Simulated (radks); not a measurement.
W LXX, configuration [He] 2s2 2p1.

Method: Dirac Kohn-Sham, PBE, spin-unpolarised, spherical densities, point nucleus; open shells fill j = l - 1/2 first; computed with a radial shooting solver on a logarithmic mesh with Libxc functionals.

Energy parts (Ry):
total: -16051.6248
kinetic: 19232.3470
electron-nucleus: -35673.2717
Hartree: 549.2890
exchange-correlation: -159.9891

Orbitals (lengths in bohr, moments of r in powers of bohr):
| orbital | occ. | eigenvalue (Ry) | <r^2> | <r> | <r^4> | small-component weight |
|---|---|---|---|---|---|---|
| 1s1/2 | 2 | -5695.493 | 0.0004595 | 0.01828 | 5.710e-07 | 7.82e-02 |
| 2s1/2 | 2 | -1391.475 | 0.006506 | 0.07397 | 0.00007245 | 1.91e-02 |
| 2p1/2 | 1 | -1372.499 | 0.004559 | 0.06072 | 0.00004180 | 1.90e-02 |
| 2p3/2 | 0 | -1262.140 | 0.005588 | 0.06801 | 0.00005948 | 1.74e-02 |
| 3s1/2 | 0 | -593.7915 | 0.03449 | 0.1736 | 0.001739 | 8.09e-03 |
| 3p1/2 | 0 | -587.7310 | 0.03018 | 0.1610 | 0.001389 | 8.03e-03 |
| 3p3/2 | 0 | -555.6552 | 0.03404 | 0.1715 | 0.001745 | 7.58e-03 |

The highest occupied level is 2p1/2 at -18673.8 eV. For comparison, the ionisation energy in NIST's Atomic Spectra Database is 18872 eV (semi-empirical). In exact Kohn-Sham theory the highest level is minus the ionisation energy, but local and semilocal functionals leave it too shallow, through self-interaction and a potential that decays too fast; potentials with the right tail come closer. Summed over all electrons, <r^2> = 0.01849 bohr^2, which gives a Langevin (diamagnetic) susceptibility term of -0.0146 x 10^-6 cm^3/mol. The density falls to 0.001 e/bohr^3 at r = 0.29 bohr.

Beside tabulated values, note that spin-unpolarised runs miss the spin-polarisation part of the exchange energy of open shells.
